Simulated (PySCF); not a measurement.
Zn(Br)(NH2), SMILES [Br][Zn][NH2] (CAM-B3LYP/def2-SVP optimised geometry):

```
5

Zn     0.041     0.048     0.000
Br     2.273     0.048     0.000
N     -1.759     0.168     0.000
H     -2.268    -0.105     0.836
H     -2.273    -0.168    -0.810
```

Method: CAM-B3LYP/def2-TZVP (PySCF).

Problem. What are the frontier orbital energies and the dipole moment?

Solution. HOMO-2 -9.72 eV, HOMO-1 -9.65 eV, HOMO -8.68 eV, LUMO -0.12 eV, LUMO+1 0.57 eV; dipole moment 2.24 D.

On the same geometry PBE/def2-TZVP (PySCF) gives HOMO-2 -7.09 eV, HOMO-1 -7.06 eV, HOMO -5.89 eV, LUMO -1.82 eV, LUMO+1 -0.92 eV; dipole moment 2.18 D.

Meta-Löwdin charges at CAM-B3LYP/def2-TZVP: Zn1 1.18, Br2 -0.63, N3 -1.01, H4 0.23, H5 0.23.
